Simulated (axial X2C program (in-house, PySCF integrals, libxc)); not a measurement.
# Spectroscopic constants of ZnSb⁺

All values were computed with an in-house relativistic program for diatomic molecules. Spin-free means the one-electron spin-free X2C Hamiltonian; two-component (2c) means X2C with spin–orbit coupling and atomic mean-field two-electron Coulomb and Gaunt terms, so the difference of the two also holds small scalar two-electron terms. Basis: Sb dyall-v3z [11s12p8d1f], Zn dyall-v3z [9s10p6d3f2g] (cores contracted in-house); Gaussian nuclei, density fitting, unrestricted open shells. Masses: Sb 120.904 u, Zn 63.929 u.

Input file and command:
```json
{"zs": [51, 30], "q": 1, "bas": ["dyall-v3z", "dyall-v3z"], "levels": ["PBE0", "HF", "BP86", "BLYP"], "cc": false, "r0": 2.58, "npts": 10, "nst": 2, "ntry": 6, "thr": -20.0}
```
```bash
python so2c.py task.json out
```

Keys: zs atomic numbers; q charge; bas basis sets; levels methods; cc coupled cluster on or off; r0 starting distance in Å; npts points on the curve; nst determinants followed; ntry starts of the search; thr threshold in hartree for freezing inner shells (an s shell follows its p shell). HF also brings MP2.

State, spin-free: M_S = 1, Λ = 0 (beyond evenly filled blocks: π+α, π-α); electrons by block: σα: 17, σβ: 17, π+α: 9, π+β: 8, π-α: 9, π-β: 8, δ+α: 3, δ+β: 3, δ-α: 3, δ-β: 3. Fragments: Sb+ + Zn for PBE0, BP86, BLYP; Sb + Zn+ for HF.

State, 2c: Ω = 1 (⟨Sz⟩ = 0.98, ⟨Lz⟩ = 0.02 at PBE0); electrons by block: 1/2: 25, -1/2: 26, 3/2: 12, -3/2: 11, 5/2: 3, -5/2: 3. Fragments: Sb+ + Zn for PBE0, BP86, BLYP; Sb + Zn+ for HF.

| Hamiltonian | level | Re (Å) | ωe (cm⁻¹) | Be (cm⁻¹) | αe (cm⁻¹) | De (eV) | D0 (eV) | μ (D) |
| --- | --- | --- | --- | --- | --- | --- | --- | --- |
| spin-free | PBE0 | 2.600 | 184.5 | 0.05962 | 0.000285 | 2.24 | 2.23 | 3.41 |
| spin-free | HF | 2.798 | 138.1 | 0.05148 | 0.000259 | 1.09 | 1.08 | 3.97 |
| spin-free | BP86 | 2.604 | 179.1 | 0.05944 | 0.000304 | 2.16 | 2.14 | 2.82 |
| spin-free | BLYP | 2.651 | 165.6 | 0.05737 | 0.000314 | 1.90 | 1.89 | 2.60 |
| 2c | PBE0 | 2.608 | 181.5 | 0.05929 | 0.000289 | n/a | n/a | 3.35 |
| 2c | HF | 2.807 | 137.0 | 0.05115 | 0.000254 | 1.08 | 1.08 | 3.89 |
| 2c | BP86 | 2.612 | 175.8 | 0.05907 | 0.000308 | n/a | n/a | 2.76 |
| 2c | BLYP | 2.662 | 161.6 | 0.05689 | 0.00032 | n/a | n/a | 2.53 |

Dipoles are positive if Zn is the positive end and refer to the centre of mass.

One determinant describes the state; a PBE0 search over occupations chose it and may have missed a lower one. Dissociation energies refer to the lowest single-determinant-based atoms at the same level and basis. De is not given where an atomic determinant may have missed its ground term or J level, or where the truncated virtual space spoils (T). Density functionals use the spin component along the axis (collinear). Other states lie close and PBE0, whose exact exchange favours high spin, may order them wrongly; the determinant shown need not be the ground state. The nearest other spin-free determinant of the search, M_S = 0, Λ = 2, lies 0.85 eV up at the distance of the search. Without a current term, density functionals place determinants with orbital angular momentum somewhat too high. With several unpaired electrons one determinant need not be a pure state. Open-shell Ω = 0 determinants with evenly filled partner blocks cannot be reached by this program, so the Ω shown need not be the lowest component. This is the Ω = 1 component of a π² triplet; the 0⁺ component is not one determinant and can lie lowest. The determinant is spin-polarised beyond a pure state at some levels (its spin-free form has ⟨S²⟩ too high), which makes Re and μ there less reliable.

No reliable constants came from MP2 (2c), MP2 (spin-free): no minimum in range, unconverged points, a curve that is not smooth, a change of character along it, or the two Hamiltonians disagreeing along it.

Rough cost a point (2c) on 1 thread(s) of a shared host, integrals apart: PBE0 2.2 s, HF 2 s, BP86 0.9 s, BLYP 0.9 s.

The whole task took 3.9 min on 1 thread of Arm Neoverse N1, with other jobs on the host.
